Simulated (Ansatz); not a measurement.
Reactions of C$_{6}$H$_{5}$F$_{3}$Sn (`[F][Sn]([F])([F])[c]1ccccc1`).

Computed with Ansatz on PBE0-D4/def2-TZVP structures; ΔE is electronic, products minus reactants. CBS: MP2 limit from def2 TZ/QZ plus the TZ coupled-cluster correction, frozen cores. This one scheme is used for every species, atoms too. For atomizations the MP2-based limit and the directly extrapolated one differ by several kJ/mol either way, and by 10 to 25 for some Ge, Se and Sn compounds, so smaller differences from it don't rank the levels. DFT in def2-TZVPP. Open shells (•) are unrestricted, without spin–orbit coupling. Spin–orbit coupling would lower the free atoms: a little for C, F; strongly for Sn. def2 core potentials past Kr. Bonds to Ge, Sn are less sure, by a few kJ/mol each and by 10 to 20 or more in all where they break to atoms, as the def2 sets lack core-valence functions. Scalar relativity is left out up to krypton. Each species was taken in one conformer, which may not be the lowest.

| reaction | CCSD(T)/CBS(def2) (kJ/mol) |
| --- | --- |
| `[F][Sn]([F])([F])[c]1ccccc1` + CH₃OH → `C[O][Sn]([F])([F])[F]` + `c1ccccc1` | ? |
| `[F][Sn]([F])([F])[c]1ccccc1` + CH₃OH → `COc1ccccc1` + `[F][SnH]([F])[F]` | 53 |
| `[F][Sn]([F])([F])[c]1ccccc1` + `O[SiH3]` → `[F][Sn]([F])([F])[O][SiH3]` + `c1ccccc1` | ? |
| `[F][Sn]([F])([F])[c]1ccccc1` + H₂O → `[OH][Sn]([F])([F])[F]` + `c1ccccc1` | ? |
| `[F][Sn]([F])([F])[c]1ccccc1` + CH₃OH → `C[O][Sn]([F])([F])[c]1ccccc1` + H–F | 21 |
| `[F][Sn]([F])([F])[c]1ccccc1` + CH₃NH₂ → `C[NH][Sn]([F])([F])[F]` + `c1ccccc1` | -2 |
| `[F][Sn]([F])([F])[c]1ccccc1` + `C[SiH2][NH][GeH3]` → `C[SiH2][N]([GeH3])c1ccccc1` + `[F][SnH]([F])[F]` | 47 |
| `[F][Sn]([F])([F])[c]1ccccc1` + H–F → `[F][Sn]([F])([F])[F]` + `c1ccccc1` | -18 |
| `[F][Sn]([F])([F])[c]1ccccc1` → 6 C• + 3 F• + 5 H• + Sn• | 6848 |
| `[F][Sn]([F])([F])[c]1ccccc1` + H₂ → `[F][SnH]([F])[F]` + `c1ccccc1` | -16 |

(1) Fill in the missing values. (Estimate.)

Largest T1 diagnostic: 0.015, for `[F][Sn]([F])([F])[F]`.

Answers

(1) The calculation gave: `[F][Sn]([F])([F])[c]1ccccc1` + CH₃OH → `C[O][Sn]([F])([F])[F]` + `c1ccccc1`: -7.2 kJ/mol; `[F][Sn]([F])([F])[c]1ccccc1` + `O[SiH3]` → `[F][Sn]([F])([F])[O][SiH3]` + `c1ccccc1`: -22.0 kJ/mol; `[F][Sn]([F])([F])[c]1ccccc1` + H₂O → `[OH][Sn]([F])([F])[F]` + `c1ccccc1`: -4.9 kJ/mol.
